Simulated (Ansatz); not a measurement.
Start from `C#CC(F)(F)F` and change one atom or group to get `FC(F)C(F)(F)F`.

Ansatz, PBE0-D4/def2-TZVP geometries, multiplicity 1. 

| property | `C#CC(F)(F)F` |
| --- | --- |
| zero-point energy (PBE0-D4/def2-TZVP) / kJ/mol | 88.4 |
| HOMO–LUMO gap (PBE0/def2-TZVPP) / eV | 9.04 |
| ideal-gas entropy at 298 K and 1 bar (rigid rotor, harmonic PBE0-D4/def2-TZVP) / J/(mol·K) | 301 |
| LUMO energy (PBE/def2-TZVPP) / eV | -1.30 |
| HOMO energy (ωB97M-V/def2-TZVPP) / eV | -11.62 |
| HOMO–LUMO gap (B3LYP/def2-TZVPP) / eV | 8.52 |

Problem. Give the same properties after the change, and the shifts. (An estimate is asked.)

Solution. The calculation gave: 
| property | `FC(F)C(F)(F)F` | shift |
| --- | --- | --- |
| zero-point energy (PBE0-D4/def2-TZVP) / kJ/mol | 99.7 | 11.3 |
| HOMO–LUMO gap (PBE0/def2-TZVPP) / eV | 11.96 | 2.92 |
| ideal-gas entropy at 298 K and 1 bar (rigid rotor, harmonic PBE0-D4/def2-TZVP) / J/(mol·K) | 333 | 32 |
| LUMO energy (PBE/def2-TZVPP) / eV | 0.50 | 1.80 |
| HOMO energy (ωB97M-V/def2-TZVPP) / eV | -12.92 | -1.30 |
| HOMO–LUMO gap (B3LYP/def2-TZVPP) / eV | 11.37 | 2.85 |

With PBE0 the HOMO falls by 1.20 eV and the LUMO rises by 1.73 eV, so the gap widens by about 2.93 eV. PBE moves the HOMO by -0.68 eV and ωB97M-V by -1.30 eV. The zero-point energy changes by 11.3 kJ/mol with +3 modes.

B3LYP here is the variant with VWN-RPA as its local correlation; programs differ in this.
